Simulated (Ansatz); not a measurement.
The same molecule with X = V, Nb, Ta. Ansatz, PBE0-D4/def2-TZVP geometries, multiplicity 1. Each molecule was computed in one conformer, which needn't be the lowest.

Elements past krypton have def2 core potentials. Scalar relativity is left out up to krypton.

| X | molecule | mean X–Cl bond length / Å | mean X–N bond length / Å | HOMO–LUMO gap (PBE0/def2-TZVPP) / eV | HOMO–LUMO gap (B3LYP/def2-TZVPP) / eV | size of the dipole moment (B3LYP/def2-TZVPP) / D |
| --- | --- | --- | --- | --- | --- | --- |
| Nb | `[NH]=[Nb]([NH2])([Cl])[Cl]` | 2.310 | 1.837 | 6.32 | 5.84 | 3.03 |
| Ta | `[NH]=[Ta]([NH2])([Cl])[Cl]` | 2.315 | 1.854 | 6.57 | 6.09 | 2.74 |

Give the row for X = V, `[NH]=[V]([NH2])([Cl])[Cl]`. (Best estimate.)

Ansatz gave: 
```
X                     molecule  mean X–Cl bond length / Å  mean X–N bond length / Å  HOMO–LUMO gap (PBE0/def2-TZVPP) / eV  HOMO–LUMO gap (B3LYP/def2-TZVPP) / eV  size of the dipole moment (B3LYP/def2-TZVPP) / D
V  `[NH]=[V]([NH2])([Cl])[Cl]`                      2.166                     1.696                                  5.33                                   4.84                                              3.37
```

From V to Ta the mean X–Cl bond length rises at each step, by 0.149 Å in all; the mean X–N bond length rises at each step, by 0.158 Å in all; the HOMO–LUMO gap (PBE0/def2-TZVPP) rises at each step, by 1.24 eV in all; the HOMO–LUMO gap (B3LYP/def2-TZVPP) rises at each step, by 1.25 eV in all. Dipoles are sizes alone, and their direction can turn along the series.

B3LYP here is the variant with VWN-RPA as its local correlation; programs differ in this.
